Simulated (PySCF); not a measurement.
BiI$_{3}$, charge -1, doublet, geometry from GFN2-xTB (such geometries of metal compounds can be far from the true shape) (a state made from the parent by changing its charge; the spin is typed, not shown lowest) (core potentials on Bi, I) (a gas-phase anion, which may not be bound at this level), with bond 3-1 at 1.6 times its length; DF-SVWN5/def2-SV(P) (PySCF).

Here is a job for PySCF.
```python
from pyscf import gto, scf, dft

mol = gto.Mole()
mol.atom = '''
    Bi   -0.000000    0.000000    0.000000
    I     0.508494   -2.928692   -0.041172
    I     3.651699    3.047279    0.056448
    I    -2.790806    1.024143    0.005891
'''
mol.basis = 'def2-sv(p)'
mol.ecp = {'Bi': 'def2-sv(p)', 'I': 'def2-sv(p)'}
mol.charge = -1
mol.spin = 1
mol.verbose = 4
mol.build()

mf = dft.UKS(mol)
mf.xc = 'lda,vwn'
mf.init_guess = 'vsap'
mf = mf.density_fit(auxbasis='def2-universal-jkfit')
mf.kernel()
```

The log (banner, timings and long lists left out):

```
PySCF version 2.14.0

[INPUT] verbose = 4
[INPUT] num. atoms = 4
[INPUT] num. electrons = 99
[INPUT] charge = -1
[INPUT] spin (= nelec alpha-beta = 2S) = 1
[INPUT] symmetry False subgroup None
[INPUT] Mole.unit = angstrom
[INPUT] Symbol           X                Y                Z      unit          X                Y                Z       unit  Magmom
[INPUT]  1 Bi     0.000000000000   0.000000000000   0.000000000000 AA    0.000000000000   0.000000000000   0.000000000000 Bohr   0.0
[INPUT]  2 I      0.508494000000  -2.928692000000  -0.041172000000 AA    0.960914395985  -5.534425783205  -0.077803804001 Bohr   0.0
[INPUT]  3 I      3.651699000000   3.047279000000   0.056448000000 AA    6.900710999348   5.758522735138   0.106671260279 Bohr   0.0
[INPUT]  4 I     -2.790806000000   1.024143000000   0.005891000000 AA   -5.273859006793   1.935349782390   0.011132376600 Bohr   0.0

nuclear repulsion = 430.865415908182
number of shells = 40
number of NR pGTOs = 244
number of NR cGTOs = 104
basis = def2-sv(p)
ecp = {'Bi': 'def2-sv(p)', 'I': 'def2-sv(p)'}

******** <class 'pyscf.df.df_jk.DFUKS'> ********
method = DFUKS
initial guess = vsap
damping factor = 0
level_shift factor = 0
DIIS = <class 'pyscf.scf.diis.CDIIS'>
diis_start_cycle = 1
diis_space = 8
diis_damp = 0
SCF conv_tol = 1e-09
SCF conv_tol_grad = None
SCF max_cycles = 50
direct_scf = False
number electrons alpha = 50  beta = 49
XC library pyscf.dft.libxc version 7.1.2
    S. Lehtola, C. Steigemann, M. J. T. Oliveira, and M. A. L. Marques,  SoftwareX 7, 1–5 (2018)
XC functionals = lda,vwn
    P. A. M. Dirac,  Math. Proc. Cambridge Philos. Soc. 26, 376 (1930)
    F. Bloch,  Z. Phys. 57, 545 (1929)
    S. H. Vosko, L. Wilk, and M. Nusair,  Can. J. Phys. 58, 1200 (1980)
radial grids:
    Treutler-Ahlrichs [JCP 102, 346 (1995); DOI:10.1063/1.469408] (M4) radial grids

becke partition: Becke, JCP 88, 2547 (1988); DOI:10.1063/1.454033
pruning grids: <function nwchem_prune>
grids dens level: 3
symmetrized grids: False
atomic radii adjust function: <function treutler_atomic_radii_adjust>
small_rho_cutoff = 0
Set gradient conv threshold to 3.16228e-05
tot grids = 89320
Traceback (most recent call last):
  File "input.py", line 21, in <module>
  File "<string>", line 2, in kernel
  File "site-packages/pyscf/scf/hf.py", line 2099, in scf
  File "site-packages/pyscf/scf/hf.py", line 127, in kernel
  File "site-packages/pyscf/scf/uhf.py", line 931, in get_init_guess
  File "site-packages/pyscf/scf/hf.py", line 2036, in get_init_guess
  File "site-packages/pyscf/dft/rks.py", line 533, in init_guess_by_vsap
  File "site-packages/pyscf/dft/uks.py", line 162, in get_vsap
  File "site-packages/pyscf/dft/rks.py", line 195, in get_vsap
  File "site-packages/pyscf/dft/numint.py", line 1048, in nr_sap_vxc
AssertionError: ECP or PP not supported
```

The program refused the input.
